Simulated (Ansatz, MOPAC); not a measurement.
Molecule: dimethyl(silylmethoxy)silane, C3H12OSi2 (charge 0, singlet). SMILES: C[SiH](C)OC[SiH3]
Coordinates optimised at B3LYP-D3(BJ)/def2-TZVP (Ansatz, a program for electronic structure):
```xyz
18

C     -2.3224    -0.0001     1.5634
Si    -1.3505    -0.5096     0.0591
C     -2.1106     0.1429    -1.5208
O      0.1809     0.0879     0.2709
C      1.2540    -0.1861    -0.6299
Si     2.8534     0.4702     0.1367
H     -3.3431    -0.3862     1.5142
H     -1.8591    -0.3814     2.4748
H     -2.3753     1.0879     1.6397
H     -1.2652    -1.9939    -0.0387
H     -1.5249    -0.1432    -2.3970
H     -3.1185    -0.2577    -1.6550
H     -2.1809     1.2328    -1.5013
H      1.3413    -1.2641    -0.8184
H      1.0778     0.2914    -1.6018
H      2.7417     1.9289     0.3639
H      3.1106    -0.2109     1.4259
H      3.9821     0.2051    -0.7909
```

Wanted: vertical ionisation energy to the doublet, in eV. Set-up: each state is the SCF solution reached for its charge and spin; spin-orbit terms left out; non-relativistic; valence correlation only; PM7 with its own dispersion and hydrogen-bond terms; six Cartesian d functions in 6-31G* and its kin unless marked 5d; 6-311+G** with 5d, 6d on Na to Ar in Ansatz; no dispersion term unless named; open shells spin-unrestricted. First-principles rows: single points at B3LYP-D3(BJ) geometries (Ansatz). Semi-empirical rows: differences of heats of formation at the shared geometry for vertical values.

| level | program | vertical ionisation energy to the doublet (eV) |
|---|---|---|
| PM7 | MOPAC | 9.57 |
| HF/6-311+G** | Ansatz | 9.16 |
| PBE/6-31G* | Ansatz | 9.05 |
| PBE/6-311+G** | Ansatz | 9.26 |
| B3LYP/6-31G* | Ansatz | 9.47 |
| B3LYP/6-311+G** | Ansatz | 9.67 |
| MP2/6-311+G** | Ansatz | 10.54 |
| PBE/def2-TZVPD | Ansatz | 9.25 |
| B3LYP/def2-TZVPD | Ansatz | 9.66 |
| wB97X-V/def2-TZVPD | Ansatz | 10.00 |

No value to compare with is used here. The 7 habitual levels span 9.05 (PBE/6-31G*) to 10.54 eV (MP2/6-311+G**); wB97X-V/def2-TZVPD gives 10.00.

The levels are drawn from those run, B3LYP/6-31G* more often than the rest, none by its result; left out are runs that failed, that the program found above a lower state of the same kind, or whose <S^2> lies over 0.5 above the pure value.
